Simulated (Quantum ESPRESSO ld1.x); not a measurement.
These are the eigenvalues of the occupied orbitals of an atom or ion with whole-number occupations (hartree). Method: scalar-relativistic Kohn-Sham, PBEsol, spin-unpolarised, spherical densities, point nucleus; computed with ld1.x of Quantum ESPRESSO 7.5.

orbital  eigenvalue
1s         -3331.92
2s         -598.907
2p         -512.298
3s         -144.790
3p         -120.055
3d         -95.2360
4s         -33.4513
4p         -25.3485
4d         -16.0980
5s         -6.09937
4f         -5.90974
5p         -3.82151
5d         -1.29322
6s         -0.81562
6p         -0.42198

Which element is it, and in what charge state? The configuration may be excited.

Answer. Z = 83, bismuth, charge +1: Bi+ in [Hg] 6p2. The list shows which subshells hold electrons but not how many an open one holds; the 1s level, -3331.9 hartree, gives Z - s = 81.6 by -(Z - s)^2/2, which with screening and relativity narrows Z to a few neighbours, and the depths of the outer levels then fix element, charge and occupations together.
